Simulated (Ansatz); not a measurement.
Gas-phase electronic energies from Ansatz, PBE0-D4/def2-TZVP geometries. CCSD(T)/CBS is the MP2 limit (def2-TZVPP, def2-QZVPP) plus CCSD(T) − MP2 in def2-TZVPP, frozen cores. DFT in def2-TZVPP. For Ge outer-core shells are correlated without core-valence functions, which leaves a few kJ/mol of doubt a bond. Scalar relativity is left out up to krypton. Each species was taken in one conformer, which may not be the lowest.

Reaction (cleavage of the Si–Si bond): `O[SiH](O)[SiH](O)F` + `C[NH][GeH3]` → `C[N]([GeH3])[SiH](O)F` + `O[SiH2]O`

```tsv
species	r2SCAN-D4 energy (Eh)
`O[SiH](O)[SiH](O)F`	-907.69923
`C[NH][GeH3]`	-2174.03058
`C[N]([GeH3])[SiH](O)F`	-2639.34822
`O[SiH2]O`	-442.42121
```

(1) Work out ΔE.

Largest T1 diagnostic among the species: 0.013.

Answers

(1) ΔE = (-2639.34822) + (-442.42121) − (-907.69923) − (-2174.03058) = -0.03962 Eh = -104.0 kJ/mol. CCSD(T)/CBS gives -112.6 kJ/mol.

From PBE to PBE0 (25 % exact exchange), in def2-TZVPP and without D4, ΔE moves by −11.1 kJ/mol. The D4 term adds −4.8 kJ/mol with B3LYP and −2.6 kJ/mol with PBE0; it sums over pairs of atoms, weighted by their polarisabilities, and B3LYP, whose exchange is more repulsive, gets the larger term.

B3LYP here is the variant with VWN-RPA as its local correlation; programs differ in this.
